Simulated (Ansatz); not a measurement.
A structure relaxed at PBE-D4/def2-SVP in Ansatz, charge 3, quartet:

```xyz
25

Er    0.0000   -0.0005    0.0004
N     0.3772   -2.3248    0.7800
H    -0.1068   -2.5853    1.6607
H     1.3646   -2.5798    0.9732
H     0.0718   -3.0662    0.1203
N    -0.3787    2.3163   -0.7983
H     0.1557    2.5888   -1.6455
H    -0.1337    3.0627   -0.1193
H    -1.3568    2.5498   -1.0553
N    -0.3224    0.6584    2.3688
H    -1.3043    0.6248    2.7042
H    -0.0294    1.6260    2.6055
H     0.1828    0.0849    3.0708
N     0.3237   -0.6328   -2.3747
H    -0.2759   -0.1367   -3.0611
H     0.1541   -1.6326   -2.5971
H     1.2809   -0.4726   -2.7442
N    -2.4227   -0.4374   -0.2976
H    -2.7704   -1.2988    0.1664
H    -2.7419   -0.5579   -1.2777
H    -3.0611    0.2960    0.0666
N     2.4221    0.4197    0.3222
H     2.7641    1.3199   -0.0667
H     3.0604   -0.2766   -0.1088
H     2.7465    0.4549    1.3072
```

(1) Give its formula, name or SMILES.

(2) Summarise the bond lengths by kind (pairs closer than 1.2 times the sum of covalent radii, bridged metal pairs left out).

Answers

(1) [Er(NH3)6]3+ (ErN₆H₁₈³⁺).

(2) 6 × Er–N 2.48 Å; 18 × H–N 1.04 Å. The metal has 6 neighbours: N 2.48 Å, N 2.48 Å, N 2.48 Å, N 2.48 Å, N 2.48 Å, N 2.48 Å.

In the def2 sets Er takes a core potential; there is no spin–orbit coupling. With an open 4f shell the SCF may have ended on a state above the lowest.
